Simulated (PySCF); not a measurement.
GeS, SMILES [S]=[Ge] (connectivity only; charge and spin as stated), neutral, multiplicity 1.

Geometry: B3LYP-D3(BJ)/def2-TZVP.

Method: TDDFT-B3LYP/def2-TZVPD in PySCF 2.14.0.

Vertical excitations; the highest root listed may be one member of a degenerate set. Gas-phase values at a fixed geometry. State labels are in the subgroup C2v.

```tsv
state	symmetry	energy (eV)	λ (nm)	f	main pairs
S1	A2	3.68	337	0.000	HOMO−1→LUMO+1 50 %, HOMO→LUMO 50 %
S2	A2	3.92	316	0.000	HOMO→LUMO, HOMO−1→LUMO+1 (degenerate set)
S3	A1	3.92	316	0.000	HOMO→LUMO+1, HOMO−1→LUMO (degenerate set)
S4	B1	4.14	299	0.015	HOMO−2→LUMO (degenerate set)
S5	B2	4.14	299	0.015	HOMO−2→LUMO+1 (degenerate set)
S6	A1	5.63	220	0.128	HOMO−1→LUMO 42 %, HOMO→LUMO+1 42 %, HOMO−2→LUMO+2 11 %
S7	B2	7.05	176	0.051	HOMO→LUMO+2 (degenerate set)
S8	B1	7.05	176	0.051	HOMO−1→LUMO+2 (degenerate set)
S9	B1	7.37	168	0.103	HOMO−1→LUMO+3 (degenerate set)
S10	B2	7.37	168	0.103	HOMO→LUMO+3 (degenerate set)
T1	A1	3.01	411	0	HOMO−1→LUMO 50 %, HOMO→LUMO+1 50 %
T2	B2	3.26	380	0	HOMO−2→LUMO+1 (degenerate set)
T3	B1	3.26	380	0	HOMO−2→LUMO (degenerate set)
T4	A2	3.27	379	0	HOMO−1→LUMO+1 50 %, HOMO→LUMO 50 %
```
Triplets are in the Tamm–Dancoff approximation, which puts them higher than full response would, so one can lie above its singlet here.
